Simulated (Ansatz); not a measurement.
An input meant for [CrF6]3- (CrF6³⁻) (charge -3, sextet; scaled by 0.92).

```yaml
crystal:
  periodic: [false, false, false]
  atoms:
    - {symbol: Cr, position_ang: [0.000008, -0.000111, -0.000067]}
    - {symbol: F, position_ang: [-0.017888, -0.009499, 1.839676]}
    - {symbol: F, position_ang: [0.017687, 0.009534, -1.839596]}
    - {symbol: F, position_ang: [1.839634, 0.005322, 0.017867]}
    - {symbol: F, position_ang: [-1.839256, -0.005254, -0.017879]}
    - {symbol: F, position_ang: [-0.005612, 1.839799, 0.009321]}
    - {symbol: F, position_ang: [0.005426, -1.839800, -0.009323]}
basis:
  gaussian: {orbitals: def2-TZVPP, final_grid: {core_spheres: 20, valence_spheres: 16, degree: 47}}
total_charge: -3
magnetization: {spin_polarized: true, initial_magnetization: 5}
hamiltonian: {xc: {name: HF}}
correlation: {method: mp2, frozen_orbitals: {Cr: 9}}
scf: {lower_state_search: light}
output: {forces: true}
```

```sh
$ ansatz run in.yaml --threads 4 --pin off --events-out ev --progress --plain --max-ram 8704MiB
```

It prints (some lines left out):

```
Functional definition: HF
Error: "frozen_orbitals" has no count for F
```

**Question.** What is wrong with this run?

**Answer.** Frozen orbitals are typed for one element alone, and the program wants a count for each (the count typed has to fit that element's core, too). The program refused the input.
